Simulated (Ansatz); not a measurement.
Frontier orbitals of `[SiH3]C[NH][GaH2]`.

The species carries charge 0 and has multiplicity 1. Correlated methods include outer-core shells of Ga, which these sets cover unevenly. Scalar relativity is left out up to krypton. All single points use the PBE0-D4/def2-TZVP geometry. It is one conformer, not always the lowest. Basis def2-TZVPP, Ansatz.

Orbital energies of one run (eV). Highest occupied ones, from the top: -5.64, -7.35, -7.79, -8.23, -8.26, -9.28, -10.03, -11.36, -12.21, -13.13, -16.25, -19.66, -19.74, -19.77. Empty: -1.90, -0.57, -0.14, 0.39, 0.48, 0.62.

Q: Which functional gave them?
A. LDA (SPW92)
B. BHLYP
C. B3LYP
D. ωB97M-V

A: A. HOMO energies: LDA (SPW92) -5.64, BHLYP -7.71, ωB97M-V -8.85, B3LYP -6.42 eV.

B3LYP here is the variant with VWN-RPA as its local correlation; programs differ in this.
